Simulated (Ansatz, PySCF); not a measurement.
The pair A = boric acid (SMILES OB(O)O) (first 7 atoms), B = H2O (SMILES O); geometry from B3LYP-D3(BJ)/def2-TZVP.
(charge 0, multiplicity 1):
```xyz
10

O      0.48813    -0.25236    -1.40220
B      0.21300    -0.13651    -0.06670
O      0.60554     1.00679     0.59680
O     -0.44347    -1.17900     0.53079
H      0.94910     0.52239    -1.73633
H      0.36812     0.99666     1.53253
H     -0.60128    -1.02357     1.46970
O     -0.47296     0.11742     3.18890
H     -1.27668     0.47406     3.58302
H      0.07654    -0.18708     3.91955
```

Frozen-core correlation. CBS(a, b) extrapolates the correlation energy as X⁻³ and adds the Hartree–Fock energy of set b. MP2 and its Hartree–Fock in aug-cc-pVTZ are density fitted.

Programs: Ansatz (a first-principles code); PySCF for the dispersion terms. Each number belongs to the level named beside it.

The monomers are drawn apart, rigid, along the line of their centres of mass. Counterpoise-corrected interaction energies (kcal/mol):

```csv
level,R = 4.219 Å,R = 5.041 Å
PBE/def2-TZVPPD,-5.1364,-2.5800
PBE-D3(BJ)/def2-TZVPPD,-5.5647,-2.7582
wB97M-V/def2-TZVPPD,-5.5392,-2.7908
"MP2/CBS(aug-cc-pVDZ, aug-cc-pVTZ) + ΔCCSD(T)/aug-cc-pVDZ",-5.5111,-2.7580
```

Q: R is the distance of the centres of mass. Find the local exponent m of E ∝ R⁻ᵐ between the two points.

A: 
m = ln(E₁/E₂)/ln(R₂/R₁): PBE/def2-TZVPPD 3.9; PBE-D3(BJ)/def2-TZVPPD 3.9; wB97M-V/def2-TZVPPD 3.9; MP2/CBS(aug-cc-pVDZ, aug-cc-pVTZ) + ΔCCSD(T)/aug-cc-pVDZ 3.9. For scale, two fixed dipoles give m = 3, dipole and quadrupole 4, quadrupoles 5, and dispersion or dipole-induced dipole 6 at long range; at these distances several terms mix, and what is left of overlap and damping shifts m, so it need not match one of them.
